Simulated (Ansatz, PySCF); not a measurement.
This PySCF input computes a CCSD(T)/cc-pVDZ energy:

```python
from pyscf import gto, scf, mp, cc as ccmod

mol = gto.M(
    atom='''
    B     0.10913323    0.00036412   -0.00122332
    C     1.56102088    0.00520833   -0.01749817
    O    -0.71496782    0.75706920   -0.92824824
    O    -0.68891359   -0.76175324    0.94398497
    H     2.15667595   -0.65449753    0.60977844
    H     2.13805050    0.66882683   -0.65791993
    H    -1.49660770    1.06251640   -0.45727815
    H    -1.47885889   -1.07244401    0.49063147
    ''',
    basis='cc-pvdz',
    charge=-1,
    spin=0,
    verbose=4,
)

mf = scf.RHF(mol)
mf.conv_tol = 1e-10
mf.max_cycle = 100
mf.kernel()
mp2 = mp.MP2(mf, frozen=4).run()
cc = ccmod.CCSD(mf, frozen=4)
cc.max_cycle = 100
cc.kernel()
et = cc.ccsd_t()
print(f'E(CCSD(T)) = {cc.e_tot + et:.9f}')
```

Question: Write an input for the same energy in Ansatz (an electronic-structure program) and say what it gives.

Answer: 
Ansatz 0.2 input:
```yaml
crystal:
  periodic: [false, false, false]
  atoms:
    - {symbol: B, position_ang: [0.10913323, 0.00036412, -0.00122332]}
    - {symbol: C, position_ang: [1.56102088, 0.00520833, -0.01749817]}
    - {symbol: O, position_ang: [-0.71496782, 0.75706920, -0.92824824]}
    - {symbol: O, position_ang: [-0.68891359, -0.76175324, 0.94398497]}
    - {symbol: H, position_ang: [2.15667595, -0.65449753, 0.60977844]}
    - {symbol: H, position_ang: [2.13805050, 0.66882683, -0.65791993]}
    - {symbol: H, position_ang: [-1.49660770, 1.06251640, -0.45727815]}
    - {symbol: H, position_ang: [-1.47885889, -1.07244401, 0.49063147]}
basis:
  gaussian:
    orbitals: cc-pVDZ
total_charge: -1
magnetization: {spin_polarized: false}
correlation: {method: ccsd_t, electrons: outside_noble_gas}
```
It gives -215.31516 Eh, and PySCF -215.31517 Eh, a difference of 0.01 mEh.

It need not be the lowest isomer of its formula. Whether it binds its extra electron was not tested at this geometry.
